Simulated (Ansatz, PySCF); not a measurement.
C3H5O, SMILES [CH]=C(C)O, multiplicity 2. Atoms are numbered in the order given.

```xyz
9

C      1.2323     0.8123     0.0000
C      0.1195     0.0928     0.0000
C      0.0809    -1.4069     0.0000
O     -1.1505     0.6187     0.0000
H      1.5595     1.8494     0.0000
H      1.0935    -1.8296     0.0000
H     -0.4638    -1.7675    -0.8881
H     -0.4638    -1.7675     0.8881
H     -1.0917     1.5845     0.0000
```
Charge 0, spin multiplicity 2.

Geometry: B3LYP-D3(BJ)/def2-SVP. The isomer is the one that the SMILES or the coordinates give; other isomers of the formula were not compared. Other conformers were not sampled.

Two levels are set side by side: PBE-D3(BJ)/def2-SVP (Ansatz, an electronic-structure program) and B3LYP-D3(BJ)/def2-SVP (Ansatz). Each level has its own optimised geometry; the coordinates shown are those of the second. Frequencies come from the Hessian of PySCF at each geometry. Differences are taken from unrounded values.

| quantity | B3LYP-D3(BJ) |
|---|---|
| mean bond length (Å) | 1.195 |
| bond C1–C2 (Å) | 1.325 |
| bond C2–C3 (Å) | 1.500 |
| bond C2–O4 (Å) | 1.375 |
| bond C1–H5 (Å) | 1.088 |
| bond C3–H6 (Å) | 1.097 |
| bond C3–H7 (Å) | 1.103 |
| bond C3–H8 (Å) | 1.103 |
| bond O4–H9 (Å) | 0.968 |
| highest harmonic wavenumber (cm⁻¹) | 3802 |
| mean harmonic wavenumber (cm⁻¹) | 1480 |
| zero-point energy (kcal/mol) | 44.42 |

Question: What does PBE-D3(BJ) give, and how far is it from B3LYP-D3(BJ)? (The exact figures need the calculation; the answer reports its results.)

Answer: 
```tsv
quantity	PBE-D3(BJ)	PBE-D3(BJ) minus B3LYP-D3(BJ)
mean bond length (Å)	1.202	0.007
bond C1–C2 (Å)	1.334	0.009
bond C2–C3 (Å)	1.502	0.002
bond C2–O4 (Å)	1.381	0.006
bond C1–H5 (Å)	1.095	0.007
bond C3–H6 (Å)	1.104	0.007
bond C3–H7 (Å)	1.110	0.008
bond C3–H8 (Å)	1.110	0.008
bond O4–H9 (Å)	0.977	0.009
highest harmonic wavenumber (cm⁻¹)	3684	-118
mean harmonic wavenumber (cm⁻¹)	1438	-41
zero-point energy (kcal/mol)	43.18	-1.24
```

Exact exchange shortens and stiffens bonds; PBE has none. Differences between two approximate levels are no errors against the true value.
